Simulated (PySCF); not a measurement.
## Electron correlation in Zn⁺ (zinc, charge +1)

[Ar] 3d10 4s1, 2S determinant. Computed with PySCF 2.14 in def2-TZVP (6s5p4d1f, 48 functions), with the non-relativistic Hamiltonian (point nucleus). Frozen: [Ar]; 11 electrons correlated.

MP2 pair energies summed by pair of shells (mhartree):

| pair | energy | share (%) |
| --- | --- | --- |
| 3d-3d | -345.68 | 95.0 |
| 3d-4s | -18.11 | 5.0 |

Total MP2 correlation energy: -363.79 mhartree.

Same-spin part -136.23 and opposite-spin part -227.56 mhartree; SCS-MP2 scales them by 1/3 and 6/5 to -318.48 mhartree.

```
  level  correlation energy (mhartree)
   CCSD                        -330.08
    (T)                          -5.67
CCSD(T)                        -335.75
```

Diagnostics: T1 = 0.010, D1 = 0.0231, largest double amplitude 0.018.

Problem. Is a single reference adequate?

Solution. Yes: T1 lies below 0.03 and no double amplitude reaches 0.07.
